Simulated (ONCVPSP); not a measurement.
## Before and after: ONCV potential for Zr (Z = 40)

```json
{
  "Element": "Zr (Z = 40)",
  "Generator": "ONCVPSP 4.0.1",
  "Type": "optimised norm-conserving Vanderbilt (ONCV)",
  "Functional": "LDA (Perdew-Wang 92)",
  "Relativity": "scalar-relativistic",
  "Frozen core": "[Ar] 3d10",
  "Valence charge": "12",
  "Reference configuration": "4s2 4p6 4d2.5 5s1.5",
  "Partial waves": "4s+5s: rc 2.15 bohr, ncon 4, nbas 7, qcut 5.9 1/bohr, 2 projectors; 4p: rc 1.30 bohr, ncon 5, nbas 10, qcut 7 1/bohr, 3 projectors, debl 2.6 Ha; 4d: rc 2.40 bohr, ncon 5, nbas 9, qcut 5.6 1/bohr, 2 projectors, debl 0.7 Ha",
  "Local potential": "polynomial inside 0.85 bohr (lpopt 2, dvloc0 0 Ha)",
  "Core correction": "Teter function, fcfact 5.25, rcfact 1.05"
}
```

Change: all radii but the core radius scaled by about 0.86 (s 1.84, p 1.12, d 2.06 bohr); local potential polynomial inside 0.74 bohr (lpopt 2, dvloc0 0 Ha).

Cutoffs: the cutoffs (Ha) at which the residual kinetic energy of the hardest occupied pseudo-wave falls to 1 and 0.1 mHa per electron; they do not see the model core or the augmentation charge, which bear on the density cutoff. Errors are all-electron minus pseudo energies relative to the spin-unpolarised reference configuration.

Q: What does the change do?

A: The potential gets harder (25 Ha and 109 Ha → 26 Ha and 228 Ha); both files keep a bound ghost (p); of the 3 tests that both files solve, the error grows in 0 and shrinks in 1 by more than 15 % and 0.3 meV (median size 0.8 → 0.7 meV). A smaller radius makes the pseudo-wave follow the all-electron one further in, where it bends more sharply, so more plane waves are needed.

```csv
quantity,base,changed
"cutoff, loose",25 Ha,26 Ha
"cutoff, tight",109 Ha,228 Ha
loose cutoff by channel,"s 11 Ha, p 25 Ha, d 12 Ha","s 14 Ha, p 26 Ha, d 13 Ha"
bound ghosts,p,p
GHOST(+) flags under 300 eV,s at 83.1 eV,s at 56.4 eV
tests with a reliable result,3 of 4,3 of 4
"error for 4s2 4p6 4d2 5s2, meV [ΔE -0.52 eV]",+0.8,+0.7
"error for 4s2 4p6 4d2 5s1, meV [ΔE 6.82 eV]",+0.2,+0.1
"error for 4s2 4p6 4d2 5s0, meV [ΔE 20.06 eV]",-3.9,-2.9
"rms error of d²Exc/dni dnj with the model core, mHa",1.45,1.54
```

 A true bound ghost makes a file unfit for plane-wave use even where its test errors are small: the radial tests pick states by their node count and pass the ghost by.
